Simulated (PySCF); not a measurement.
Isomers of C4H10O3Si. Method used: PBE0-D3(BJ)/def2-SVP geometry optimisation, gas phase (PySCF 2.14.0). Energies are electronic, without zero-point or thermal terms, for one conformer each. No frequencies were run at this level. Point groups hold within 0.08 Å.

Question: Order them by energy at this level, lowest first, and give relative energies in kcal/mol.
A. `[CH3:1][O:2][CH2:3][SiH2:4][O:5][C:6]([CH3:7])=[O:8]` with C1–O2–C3–Si4 178°, O2–C3–Si4–O5 -68°, C3–Si4–O5–C6 -179°, Si4–O5–C6–C7 -179°
B. `[CH3:1][O:2][SiH2:3][O:4][CH2:5][C:6]([CH3:7])=[O:8]` with C1–O2–Si3–O4 -120°, O2–Si3–O4–C5 38°, Si3–O4–C5–C6 40°, O4–C5–C6–C7 169°
C. `[CH3:1][O:2][CH2:3][SiH:4]1[O:5][CH2:6][CH2:7][O:8]1` with C1–O2–C3–Si4 179°, O2–C3–Si4–O5 52°, C3–Si4–O5–C6 -99°, Si4–O5–C6–C7 -31°, O5–C6–C7–O8 34°, C6–C7–O8–Si4 -22°
D. `[CH3:1][O:2][SiH:3]([O:4][CH3:5])[C:6]([CH3:7])=[O:8]` with C1–O2–Si3–O4 174°, O2–Si3–O4–C5 -58°, O2–Si3–C6–C7 -121°

Answer: B (0.0), D (5.2), C (8.9), A (12.9).

As drawn, the highest has a C(=O)–O unit and an Si–C bond, which the lowest lacks.

| SMILES | E (Eh) | E rel (kcal/mol) | dipole (D) | point group | A, B, C (MHz) |
| --- | --- | --- | --- | --- | --- |
| CO[SiH2]OCC(C)=O | -672.74686 | 0.0 | 3.43 | C1 | 2593, 1238, 956.7 |
| CO[SiH](OC)C(C)=O | -672.73852 | 5.2 | 1.95 | C1 | 1870, 1459, 886.7 |
| COC[SiH]1OCCO1 | -672.73260 | 8.9 | 1.12 | C1 | 3101, 1100, 1051 |
| COC[SiH2]OC(C)=O | -672.72624 | 12.9 | 2.84 | C1 | 3847, 757.7, 664.2 |

Question: How do the relative energies change in single points at PBE0/pcSseg-1 (no added dispersion term) on the same geometries?

Answer: 
```
           SMILES  PBE0-D3(BJ)/def2-SVP (kcal/mol)  PBE0/pcSseg-1 (kcal/mol)  shift
 CO[SiH2]OCC(C)=O                              0.0                       0.0    0.0
CO[SiH](OC)C(C)=O                              5.2                       3.1   -2.1
   COC[SiH]1OCCO1                              8.9                       8.5   -0.4
 COC[SiH2]OC(C)=O                             12.9                      11.7   -1.2
```

Each column counts from its own lowest isomer. The order is unchanged; the largest shift is 2.1 kcal/mol.
